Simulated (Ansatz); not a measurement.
Cartesian coordinates in Å:
```
C 1.202 0.732 -0.066
Si -0.119 -0.223 0.872
C -1.063 -0.591 -0.711
Se -0.023 0.829 -1.617
H 1.459 1.721 0.310
H 2.107 0.184 -0.327
H -0.898 0.679 1.761
H 0.341 -1.397 1.668
H -0.876 -1.558 -1.176
H -2.130 -0.376 -0.713
```

The species carries charge 0 and has multiplicity 1.

List the B3LYP/def2-TZVPP orbital energies in eV (the Gaussian-basis code of Ansatz). (Estimate.)

The calculation gave: Occupied: -12350.92, -1799.06, -1580.23, -1418.40, -1418.38, -1418.30, -277.20, -277.20, -212.52, -156.61, -156.54, -156.28, -143.58, -98.89, -98.89, -98.89, -57.41, -57.40, -57.18, -57.12, -57.07, -21.38, -18.53, -16.36, -14.03, -12.23, -11.42, -11.07, -9.61, -9.32, -9.01, -7.52, -6.04. Lowest empty: -0.90, 0.44, 0.73, 1.18, 1.44, 1.82, 2.29, 2.41.

B3LYP here is the variant with VWN-RPA as its local correlation; programs differ in this.
